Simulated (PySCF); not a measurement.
Computed shifts of a molecule C₃H₇BO₃, PBE/pcSseg-1 in PySCF, GIAO, gas phase, equivalent atoms averaged, in ppm (number of nuclei): ¹³C: 147.7 (1), 124.1 (1), 74.6 (1). ¹H: 6.75 (1), 5.60 (2), 5.21 (1), 4.13 (1), 3.17 (2). References: ¹³C against TMS (σ = 182.0 ppm); ¹⁷O against H2O (σ = 334.3 ppm); ¹¹B against BF3 (σ = 83.9 ppm); ¹H against TMS (σ = 31.49 ppm), references at their B3LYP-D3(BJ)/def2-TZVP geometries, non-relativistic. The structure is a stationary point at B3LYP-D3(BJ)/def2-SVP. Other conformers were not sampled.

Which molecule gave these data?
A) CB1OC(CO)O1
B) C=CCOB(O)O
C) OB(O)[C@H]1CCO1
D) CCC1OB(O)O1

B, C=CCOB(O)O
